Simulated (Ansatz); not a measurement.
C2H7NOSi can be A, `C[SiH2]C(=N)O`, or B, `N[Si]1(O)CC1`.

Computed with Ansatz on PBE0-D4/def2-TZVP structures; ΔE is electronic, products minus reactants. CCSD(T)/CBS adds triple-zeta CCSD(T) − MP2 to the extrapolated MP2 energy (def2 sets, frozen cores). DFT in def2-TZVPP. One conformer a species, not always the lowest.

A:

```xyz
12

C     1.0429    1.2499   -0.8693
Si    0.8282   -0.2928    0.1547
C    -1.0172   -0.6811    0.4106
N    -1.6288   -0.8849    1.4999
O    -1.7070   -0.7302   -0.7480
H     2.1015    1.4668   -1.0291
H     0.5864    2.1106   -0.3762
H     0.5665    1.1215   -1.8435
H     1.3945   -0.1404    1.5216
H     1.4619   -1.4655   -0.5037
H    -1.0030   -0.8173    2.2967
H    -2.6259   -0.9366   -0.5135
```

B:

Z-matrix (Å, degrees):
```
Si
O 1 1.639
C 1 1.816 2 115.3
N 1 1.705 2 110.6 3 -152.4
C 1 1.818 2 122.1 3 59.6
H 2 0.959 1 115.4 3 -162.9
H 3 1.086 1 121.2 2 7.6
H 3 1.086 1 121.0 2 -143.5
H 4 1.007 1 121.3 2 61.3
H 4 1.006 1 119.6 2 -151.2
H 5 1.087 1 122.4 2 156.8
H 5 1.086 1 120.3 2 5.4
```

**Question.** Which isomer does CCSD(T)/CBS put lower? Give the gap. (Best estimate.)

**Answer.** The calculation gave: B, by 134.2 kJ/mol.

**Question.** Give E(B) − E(A) in kJ/mol with PBE0-D4, B2PLYP, CCSD/def2-TZVPP, LDA (SPW92), HF/def2-TZVPP, ωB97M-V, CCSD(T)/def2-TZVPP. (Estimate.)

**Answer.** Ansatz gave: PBE0-D4 -128.5, B2PLYP -123.1, CCSD/def2-TZVPP -130.6, LDA (SPW92) -131.2, HF/def2-TZVPP -115.4, ωB97M-V -131.8, CCSD(T)/def2-TZVPP -126.4. None reverses the order clearly.

**Question.** Does the order hold for the free energy at 298.15 K (harmonic terms from PBE0-D4)? (Best estimate.)

**Answer.** The calculation gave: Yes: G(B) − G(A) = -120.8 kJ/mol, for one conformer each. Modes under 60 cm⁻¹, often nearly free rotors, make the harmonic entropy too high.

Largest T1 diagnostic: 0.013.

From PBE to PBE0 (25 % exact exchange), in def2-TZVPP and without D4, E(B) − E(A) moves by −16.7 kJ/mol. Leaving LDA and LC-ωPBE aside and taking each functional with its dispersion term where it has one, the values, not all of them listed here, spread over 42.1 kJ/mol, from PBE-QIDH to BLYP-D4. LDA lies −20.2 kJ/mol from PBE without D4.
